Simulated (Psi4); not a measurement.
Approach curve of the dimer N2 ··· F4Si (SMILES N#N and F[Si](F)(F)F). Monomers: optimised at B3LYP-D3(BJ) (def2-TZVP), held rigid. Orientation: lowest of the rigid-body minima from ten starts at GFN2-xTB. The monomers approach along the line of their centres of mass (distance R); nothing else relaxes.

Method: SAPT0/jun-cc-pVDZ, frozen core (Psi4 1.11).

Components in kJ/mol:

```tsv
R / Å	electrostatics	exchange	induction	dispersion	total
2.93	-53.04	139.47	-19.02	-19.51	47.90
3.16	-26.40	65.84	-8.47	-12.46	18.51
3.38	-13.82	31.45	-3.90	-8.24	5.48
3.57	-8.17	16.41	-2.03	-5.84	0.37
3.79	-4.69	7.63	-0.99	-3.97	-2.02
3.98	-3.07	3.90	-0.55	-2.88	-2.61
4.25	-1.83	1.46	-0.26	-1.86	-2.48
4.53	-1.16	0.51	-0.12	-1.21	-1.98
5.09	-0.55	0.06	-0.03	-0.55	-1.08
5.79	-0.25	0.00	-0.01	-0.24	-0.50
6.74	-0.10	0.00	0.00	-0.09	-0.19
8.07	-0.04	0.00	0.00	-0.03	-0.07
```
